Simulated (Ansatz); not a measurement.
Total energies of Be₂O₂ from Ansatz at PBE-D4/def2-TZVP, gas phase (1 Eh = 27.2114 eV = 2625.5 kJ/mol). The reference geometry is relaxed at B3LYP-D4/def2-TZVP.

```xyz
4

Be   -0.1088   -0.5941    0.6216
Be    0.1091    0.5942   -0.6215
O    -0.7469    0.7427    0.5792
O     0.7466   -0.7428   -0.5794
```

| state | geometry | energy (Eh) |
| --- | --- | --- |
| charge 0 singlet | reference | -179.89858 |
| charge 1 doublet | reference | -179.53729 |
| charge 1 doublet | relaxed at B3LYP-D4/def2-TZVP | -179.54816 |
| charge 0 triplet | relaxed at B3LYP-D4/def2-TZVP | -179.80806 |
| charge 0 quintet | relaxed at B3LYP-D4/def2-TZVP | -179.67583 |
| free Be atom (singlet) | – | -14.62825 |
| free O atom (triplet) | – | -75.00967 |

(1) Work out the vertical ionisation energy to the doublet.

(2) How much does the charge 1 doublet relax, and what is the adiabatic ionisation energy?

(3) Which of the charge 0 states is lowest, and how far above it are the others?

(4) What is the binding energy per atom against free atoms?

(1) E(charge 1 doublet) − E(charge 0 singlet) = -179.53729 − (-179.89858) = 0.36129 Eh = 9.83 eV. For comparison, −ε of the highest occupied level is 5.96 eV at this level, 3.87 eV less.

(2) Relaxation: -179.53729 − (-179.54816) = 0.01087 Eh = 0.30 eV. Adiabatic ionisation energy: 0.35042 Eh = 9.54 eV, without zero-point energy. 

(3) The singlet. triplet: -179.80806 − (-179.89858) = 0.09052 Eh = 237.7 kJ/mol; quintet: -179.67583 − (-179.89858) = 0.22275 Eh = 584.8 kJ/mol. The quintet differs in its bonds from the reference.

(4) Atoms: 2 × (-14.62825) + 2 × (-75.00967) = -179.27584 Eh. Binding: -179.27584 − (-179.89858) = 0.62274 Eh = 16.95 eV, or 4.24 eV for each of 4 atoms (no zero-point energy, no counterpoise term).

The structure comes from a short search, and lower isomers may exist.
